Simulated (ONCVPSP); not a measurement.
## Which change was made? (Pt, ONCV)

- Element: Pt
- Generator: ONCVPSP 4.0.1
- Type: optimised norm-conserving Vanderbilt (ONCV)
- Functional: PW91
- Relativity: fully relativistic
- Frozen core: [Kr] 4d10 4f14
- Valence charge: 18
- Reference configuration: 5s2 5p6 5d9 6s0.5 (charge +0.5)
- Partial waves: 5s+6s: rc 1.65 bohr, ncon 4, nbas 9, qcut 6.5 1/bohr, 2 projectors; 5p: rc 1.25 bohr, ncon 4, nbas 8, qcut 7.3 1/bohr, 2 projectors, debl 0.5 Ha; 5d: rc 1.25 bohr, ncon 4, nbas 8, qcut 8.8 1/bohr, local
- Local potential: the d channel
- Core correction: none

Open shells are filled in proportion to 2j + 1.

In the p channel the program set the typed energies aside and used -2.059, 0.250 Ha (j = l + 1/2; the other j can differ).

Cutoffs, loose and tight: the cutoffs (Ha) at which the residual kinetic energy of the hardest occupied pseudo-wave falls to 1 and 0.1 mHa per electron. They do not see the model core or the augmentation charge, which bear on the density cutoff. Test errors are all-electron minus pseudo excitation energies from the reference, over the configurations 5s2 5p6 5d9 6s1; 5s2 5p6 5d9 6s0; 5s2 5p6 5d8 6s0; 5s1 5p6 5d9 6s1; variants that change the core or the reference have their own tests. The largest error is taken over the tests solved by every variant that gives reliable tests at all, those not shown here included: 5s1 5p6 5d9 6s1; 5s2 5p6 5d8 6s0; 5s2 5p6 5d9 6s0.

The base gives: outcome: generated, projector energies reset by the program, misses its reference levels by 0.83 eV; cutoff, loose: 63 Ha; cutoff, tight: 128 Ha; bound ghosts: s; GHOST(+) flags above zero: none; largest test error (meV): -433.

After one change the result is: outcome: generated, projector energies reset by the program, misses its reference levels by 0.83 eV; cutoff, loose: 20 Ha; cutoff, tight: 26 Ha; bound ghosts: none; GHOST(+) flags above zero: none; largest test error (meV): -661. Which change was it?
A. all radii scaled by about 1.23 (s 2.02, p 1.54, d 1.54 bohr)
B. all radii scaled by about 1.07 (s 1.78, p 1.34, d 1.34 bohr)
C. all radii scaled by about 0.86 (s 1.42, p 1.08, d 1.08 bohr)

A. The others give: all radii scaled by about 0.86 (s 1.42, p 1.08, d 1.08 bohr) → outcome: generated, projector energies reset by the program, misses its reference levels by 0.83 eV; cutoff, loose: 153 Ha; cutoff, tight: 181 Ha; bound ghosts: none; GHOST(+) flags above zero: none; largest test error (meV): -225 | all radii scaled by about 1.07 (s 1.78, p 1.34, d 1.34 bohr) → outcome: generated, projector energies reset by the program, misses its reference levels by 0.83 eV; cutoff, loose: 28 Ha; cutoff, tight: 105 Ha; bound ghosts: none; GHOST(+) flags above zero: none; largest test error (meV): -525.
